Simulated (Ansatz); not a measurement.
Correlation energies of C$_{2}$H$_{12}$BNSi, SMILES `C[BH-](C)[NH2+][SiH3]` by basis set

Cartesian coordinates in Å:
```
C -0.229 -0.142 -1.772
B -0.259 -0.498 -0.206
C -1.658 -1.031 0.374
N 0.107 0.927 0.606
Si 1.842 0.748 1.017
H 0.719 0.293 -2.113
H -0.383 -1.044 -2.371
H -1.030 0.556 -2.057
H 0.686 -1.223 0.121
H -1.922 -1.991 -0.081
H -2.490 -0.347 0.156
H -1.648 -1.200 1.458
H -0.477 1.005 1.433
H -0.101 1.728 0.016
H 2.588 0.424 -0.212
H 2.314 2.060 1.546
H 1.942 -0.265 2.086
```

Total charge 0; spin multiplicity 1. The structure was optimised at the PBE0-D4/def2-TZVP level. It is one conformer, not always the lowest. Frozen core, restricted reference, the Gaussian-basis code of Ansatz. CBS rows extrapolate triple and quadruple zeta; past MP2 they add the triple-zeta difference.

```tsv
basis	HF (Eh)	MP2 corr.
def2-SVP	-450.60517	-0.68471
def2-TZVPP	-450.88854	-0.84274
def2-QZVPP	-450.90575	-0.89662
```

Problem. Estimate the CCSD correlation energy and the (T) correction in each basis where they were run (hartree).

Solution. 
| basis | CCSD corr. | (T) |
| --- | --- | --- |
| def2-SVP | -0.76229 | -0.02077 |
| def2-TZVPP | -0.91035 | -0.03326 |
| CBS(def2) | -1.00414 | as TZ |
